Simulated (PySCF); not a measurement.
C4H5NSi, SMILES C#C[SiH](C#C)N.

The structure is a stationary point at B3LYP-D3(BJ)/def2-SVP. This is a generated structure with no PubChem entry under its InChIKey; it may be hypothetical. One conformer was computed; it need not be the lowest.

Method: CAM-B3LYP/def2-TZVP run with PySCF.

Gas-phase values at a fixed geometry.

```yaml
total_energy: -499.57514 hartree
highest_occupied_level: -9.05 eV
lowest_empty_level: 0.43 eV
orbital_gap: 9.48 eV
dipole_moment: 1.26 D
quadrupole, principal values (traceless, Buckingham form, about the centre of nuclear charge): -5.58, -1.88, 7.45 D·Å
mean_static_polarisability: 72.3 bohr³ (10.72 Å³)
polarisability_principal_values: 52.8, 72.2, 91.9 bohr³
```
